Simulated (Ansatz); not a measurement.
B8N⁺. The state is a singlet with charge 1. Geometry PBE0-D4/def2-SVP, basis def2-TZVP, Ansatz.

```xyz
9

N    -1.407    1.331   -1.232
B     1.190    0.190   -0.516
B     2.225   -0.977    0.617
B    -2.198    0.748   -0.349
B     2.717   -0.107   -0.535
B    -0.174    0.919   -1.046
B    -2.200   -0.283    0.869
B    -0.852   -0.908    1.282
B     0.699   -0.913    0.911
```

| run | HOMO (eV) | LUMO (eV) |
| --- | --- | --- |
| A | -10.43 | -10.27 |
| B | -12.35 | -8.23 |
| C | -13.27 | -7.17 |
| D | -11.24 | -9.39 |
| E | -10.54 | -10.07 |

Another isomer (singlet) lies 2.76 eV lower at PBE0-D4/def2-TZVP; other spin states weren't run for this one.

Problem. The runs used CAM-B3LYP, PBE, PBE0, r2SCAN, ωB97X-V. Estimate which is which.

Solution. A PBE (0 % exact exchange); B CAM-B3LYP (range-separated); C ωB97X-V (range-separated); D PBE0 (25 % exact exchange); E r2SCAN (0 % exact exchange). Exact exchange lowers occupied and raises empty levels; among semilocal functionals meta-GGAs tend to open the gap a little, and such runs are hard to tell apart. The gap grows from 0.15 eV (PBE) to 6.10 eV (ωB97X-V). The restricted singlet is unstable towards broken spin symmetry in Hartree–Fock (as tested in another run); at PBE-D4/def2-TZVP, CAM-B3LYP-D4/def2-TZVP, ωB97X-V/def2-TZVP, PBE0-D4/def2-TZVP and others this wasn't settled.
